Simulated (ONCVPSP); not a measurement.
**Scattering properties, ONCV potential for Pr**

Pr (Z = 59), optimised norm-conserving Vanderbilt (ONCV), made with ONCVPSP 4.0.1 (PBEsol, scalar-relativistic). Core [Kr] 4d10 4f2, reference 5s2 5p6 5d1 6s1 6p1. Waves: 5s+6s: rc 2.75 bohr, ncon 3, nbas 7, qcut 5.2 1/bohr, 2 projectors; 5p+6p: rc 2.85 bohr, ncon 3, nbas 7, qcut 4.8 1/bohr, 3 projectors, debl 3.7 Ha; 5d: rc 3.70 bohr, ncon 5, nbas 10, qcut 4.8 1/bohr, 2 projectors, debl 3.9 Ha. Local part: polynomial inside 2.50 bohr (lpopt 5, dvloc0 3 Ha). Core correction: Teter function, fcfact 4.25, rcfact 1.75.

The phase is arctan(r·R′/R) of the radial function R(r), unwrapped; energies in Ha, scanned from -3 to 5 Ha. A pole is an energy at which the radial function vanishes at the test radius. The pseudo phase is shifted by a multiple of π to meet the all-electron one at the reference energy, and phase errors are pseudo minus all-electron; the curves can meet again beyond the range given. Levels narrower than the energy grid can be missing from the lists of poles.

For each channel, where are the poles, and over which energies does the pseudopotential scatter like the atom?

| channel | radius (bohr) | reference energy (Ha) | poles, all-electron | poles, pseudo | unbroken range about the reference energy with phases within 0.05 rad | phase error 1 Ha above the reference energy (rad) |
| --- | --- | --- | --- | --- | --- | --- |
| s | 2.79 | -0.16 | -1.53, 1.75 | -1.53, 1.69, 4.55 | below 2.5 | -0.002 |
| p | 2.90 | -0.07 | -0.80, 2.16 | -0.80, 2.15 | the whole range | -0.000 |
| d | 3.75 | -0.14 | -0.00, 1.58, 4.13 | -0.00, 1.64, 4.13 | below 0.4 | +0.038 |

Phases in the s channel:

```json
{"E (Ha)": "-2.98", "all-electron": "1.367", "pseudo": "1.367"}
{"E (Ha)": "-2.76", "all-electron": "1.351", "pseudo": "1.351"}
{"E (Ha)": "-2.54", "all-electron": "1.331", "pseudo": "1.331"}
{"E (Ha)": "-2.32", "all-electron": "1.303", "pseudo": "1.303"}
{"E (Ha)": "-2.10", "all-electron": "1.255", "pseudo": "1.254"}
{"E (Ha)": "-1.88", "all-electron": "1.129", "pseudo": "1.129"}
{"E (Ha)": "-1.66", "all-electron": "-0.716", "pseudo": "-0.716"}
{"E (Ha)": "-1.44", "all-electron": "-1.676", "pseudo": "-1.676"}
{"E (Ha)": "-1.22", "all-electron": "-1.794", "pseudo": "-1.794"}
{"E (Ha)": "-1.00", "all-electron": "-1.873", "pseudo": "-1.873"}
{"E (Ha)": "-0.78", "all-electron": "-1.963", "pseudo": "-1.963"}
{"E (Ha)": "-0.56", "all-electron": "-2.099", "pseudo": "-2.099"}
{"E (Ha)": "-0.34", "all-electron": "-2.350", "pseudo": "-2.350"}
{"E (Ha)": "-0.12", "all-electron": "-2.892", "pseudo": "-2.892"}
{"E (Ha)": "0.10", "all-electron": "-3.683", "pseudo": "-3.683"}
{"E (Ha)": "0.32", "all-electron": "-4.158", "pseudo": "-4.159"}
{"E (Ha)": "0.54", "all-electron": "-4.378", "pseudo": "-4.380"}
{"E (Ha)": "0.76", "all-electron": "-4.497", "pseudo": "-4.499"}
{"E (Ha)": "0.98", "all-electron": "-4.571", "pseudo": "-4.574"}
{"E (Ha)": "1.20", "all-electron": "-4.623", "pseudo": "-4.627"}
{"E (Ha)": "1.42", "all-electron": "-4.663", "pseudo": "-4.669"}
{"E (Ha)": "1.64", "all-electron": "-4.697", "pseudo": "-4.704"}
{"E (Ha)": "1.86", "all-electron": "-4.727", "pseudo": "-4.737"}
{"E (Ha)": "2.08", "all-electron": "-4.755", "pseudo": "-4.772"}
{"E (Ha)": "2.30", "all-electron": "-4.785", "pseudo": "-4.812"}
{"E (Ha)": "2.52", "all-electron": "-4.819", "pseudo": "-4.866"}
{"E (Ha)": "2.74", "all-electron": "-4.860", "pseudo": "-4.956"}
{"E (Ha)": "2.96", "all-electron": "-4.918", "pseudo": "-5.168"}
{"E (Ha)": "3.18", "all-electron": "-5.008", "pseudo": "-6.094"}
{"E (Ha)": "3.40", "all-electron": "-5.185", "pseudo": "-7.336"}
{"E (Ha)": "3.62", "all-electron": "-5.654", "pseudo": "-7.613"}
{"E (Ha)": "3.84", "all-electron": "-6.721", "pseudo": "-7.716"}
{"E (Ha)": "4.06", "all-electron": "-7.318", "pseudo": "-7.774"}
{"E (Ha)": "4.28", "all-electron": "-7.529", "pseudo": "-7.814"}
{"E (Ha)": "4.50", "all-electron": "-7.629", "pseudo": "-7.847"}
{"E (Ha)": "4.72", "all-electron": "-7.688", "pseudo": "-7.877"}
{"E (Ha)": "4.94", "all-electron": "-7.727", "pseudo": "-7.909"}
```
